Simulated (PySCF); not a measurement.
**Mayer bond orders and bond lengths**

Species: ortho-cyanophenol, C7H5NO.
Numbering: `[N:1]#[C:2][c:3]1[cH:4][cH:5][cH:6][cH:7][c:8]1[OH:9]` (hydrogens: H10 on C4; H11 on C5; H12 on C6; H13 on C7; H14 on O9)

Bond orders from the PBE0/pcSseg-1 density (PySCF). The structure is a single GFN2-xTB conformer in the gas phase; no vibrational or solvent corrections.

Problem. How far do the computed orders between heavy atoms stray from the drawn ones?

Solution. The largest departure is 0.256, at C8–C3 (drawn aromatic, 1.244), counting aromatic bonds as 1.5. Drawn single, order above 1.12: C8–O9 (1.153). The bonds drawn aromatic range from 1.24 to 1.48.

Problem. Set the Mayer orders of the bonds beside their lengths.

Solution. 
```csv
bond,drawn as,length (Å),Mayer order
N1–C2,triple,1.148,3.002
C2–C3,single,1.410,1.046
C3–C4,aromatic,1.396,1.360
C4–C5,aromatic,1.378,1.476
C5–C6,aromatic,1.389,1.399
C6–C7,aromatic,1.380,1.467
C7–C8,aromatic,1.392,1.391
C8–O9,single,1.350,1.153
C8–C3,aromatic,1.405,1.244
C4–H10,single,1.080,0.960
C5–H11,single,1.079,0.961
C6–H12,single,1.079,0.963
C7–H13,single,1.078,0.942
O9–H14,single,0.968,0.925
```

By pair of heavy elements: C–C: lowest C2–C3 (1.046, 1.410 Å), highest C4–C5 (1.476, 1.378 Å).

Problem. Sum the orders of all bonds at each heavy atom with more than one neighbour and set the sums beside the valence in the SMILES.

Solution. C2 4.048 (drawn 4), C3 3.650 (drawn 4), C4 3.796 (drawn 4), C5 3.836 (drawn 4), C6 3.829 (drawn 4), C7 3.800 (drawn 4), C8 3.788 (drawn 4), O9 2.078 (drawn 2). Orders between atoms that aren't bonded are not in these sums.

The Mayer order sums products of elements of PS (density times overlap matrix) between the two atoms' basis functions, so it depends on the basis set.

Conformer computed: `[N:1]#[C:2][c:3]1[cH:4][cH:5][cH:6][cH:7][c:8]1[OH:9]`: H–O9–C8–C7 180°.
